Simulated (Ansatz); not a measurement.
Ideal-gas functions of C2H5GaO (`[GaH2][CH]1CO1`) at 600 K and 1 bar, from an Ansatz frequency run at PBE0-D4/def2-TZVP.

Molar mass 114.78 g/mol, point group C1 (symmetry number 1), electronic degeneracy 1, moments of inertia 29.662, 205.679, 208.812 u Å². Harmonic wavenumbers (cm⁻¹, unscaled): 98, 191, 221, 434, 587, 608, 742, 852, 932, 942, 1094, 1163, 1177, 1271, 1335, 1520, 1968, 1978, 3091, 3105, 3178.

Use S(trans) = R[1.5 ln M + 2.5 ln T − 1.1517]; rotational temperatures θ = 24.2544 K / I; S(rot) = R[ln(√π/σ · √(T³/θAθBθC)) + 1.5]; for each mode x = 1.438777 ν̃/T, S = R[x/(eˣ − 1) − ln(1 − e⁻ˣ)] and H = RT x/(eˣ − 1); 1 cm⁻¹ = 0.0119627 kJ/mol; R = 8.31446 J/(mol·K).

Problem. By hand: the entropy, in J/(mol·K).

Solution. Translation 182.5. Rotation: θ = 0.8177, 0.1179, 0.1162 K, giving 115.7. Vibration, mode by mode: 20.37, 14.88, 13.69, 8.35, 6.13, 5.88, 4.54, 3.68, 3.17, 3.11, 2.33, 2.05, 1.99, 1.67, 1.48, 1.03, 0.43, 0.42, 0.04, 0.04, 0.04, in all 95.3. Electronic 0.0. Sum 393.5 J/(mol·K).

Problem. By hand: H − E and G − E in kJ/mol, counted from the electronic energy.

Solution. Zero-point energy ½ × 26487 × 0.0119627 = 158.4; thermal vibration 30.7; translation, rotation and pV give 4 RT = 20.0. H − E = 209.1 kJ/mol, and G − E = 209.1 − 600 × 393.5/1000 = -27.0 kJ/mol.

Vibration gives 24 % of the entropy, 20.4 J/(mol·K) of it from the mode under 150 cm⁻¹: soft modes count most, and the harmonic formula is weakest for them. The sum counts one conformer and one mirror image; others add a mixing term.
